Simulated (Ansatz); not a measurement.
```yaml
atoms:
  - { symbol: Al, position_ang: [-0.0179, -0.0021, -0.0725] }
  - { symbol: H, position_ang: [0.0484, -0.0116, 1.5535] }
```

Basis set: 6-31G (spherical functions). Frozen core: 5 orbitals. Charge 0, multiplicity 1.

Computed with Ansatz (development build ahead of 0.2.0); each method stands on the lowest determinant of its kind that the runs found. Restricted open shells among the atoms or ions are ROHF, correlated in semicanonical orbitals with singles.

The atomization energy at this shape (free ground-state atoms in the same class of orbitals less the molecule, no zero-point energy) of singlet AlH:

| method | atomization energy |
| --- | --- |
| RHF-MP2 | 224.5 kJ/mol |

(1) What does RHF give?

Answers

(1) 193.1 kJ/mol.

This basis has no polarisation functions and is too small for such energies, which can lie far from measured ones in either direction.
